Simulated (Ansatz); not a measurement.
Consider the ligand exchange at the Si–C bond: `[SiH3]C#CC=S` + `[OH][Ga]([OH])[Cl]` → `[OH][Ga]([Cl])[O][SiH3]` + `C#CC=S`.

Isolated molecules relaxed with PBE0-D4/def2-TZVP in Ansatz; ΔE leaves out vibrations. CCSD(T)/CBS is the MP2 limit (def2-TZVPP, def2-QZVPP) plus CCSD(T) − MP2 in def2-TZVPP, frozen cores. Functionals use def2-TZVPP. For Ga outer-core shells are correlated without core-valence functions, which leaves a few kJ/mol of doubt a bond. Scalar relativity is left out up to krypton. Each species was taken in one conformer, which may not be the lowest.

CCSD(T)/CBS gives -0.61 eV.

**Question.** Another level gave -0.61 eV. Which?
A. HF/def2-TZVPP
B. ωB97M-V/def2-TZVPP
C. PBE0-D4/def2-TZVPP
D. PBE-D4/def2-TZVPP

**Answer.** B. ωB97M-V -0.61, PBE-D4 -0.44, PBE0-D4 -0.52, HF/def2-TZVPP -0.79 eV.

Largest T1 diagnostic among the species: 0.016.

From PBE to PBE0 (25 % exact exchange), in def2-TZVPP and without D4, ΔE moves by −0.08 eV. In def2-TZVPP, CCSD(T) changes the Hartree–Fock value by +0.17 eV (the triples alone add +0.03 eV) and MP2 by +0.19 eV. The D4 term adds −0.03 eV with B3LYP and −0.02 eV with PBE0; it sums over pairs of atoms, weighted by their polarisabilities, and B3LYP, whose exchange is more repulsive, gets the larger term.

B3LYP here is the variant with VWN-RPA as its local correlation; programs differ in this.
